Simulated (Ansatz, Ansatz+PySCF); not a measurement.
```xyz
3

Cl   -1.0260    0.0724    1.9514
Mg    0.0040    0.0234    0.0110
Cl    1.0343   -0.0257   -1.9291
```

Basis set: def2-SVP (spherical functions). Left uncorrelated: 11 orbitals. Charge 0, multiplicity 3.

Computed with Ansatz (development build ahead of 0.2.0); each method stands on the lowest determinant of its kind that the runs found.

Q: Give the atomization energy at this shape (free ground-state atoms in the same class of orbitals less the molecule, no zero-point energy) of triplet MgCl₂ by PBE0 (unrestricted), UHF-CCSD(T), UHF, ROHF.

A:

```
             method  atomization energy
PBE0 (unrestricted)        252.9 kJ/mol
        UHF-CCSD(T)        143.7 kJ/mol
                UHF         92.8 kJ/mol
               ROHF        101.6 kJ/mol
```

Caution: another spin multiplicity may lie lower. Caution for UHF-CCSD(T), UHF, ROHF: the determinant breaks the point group.
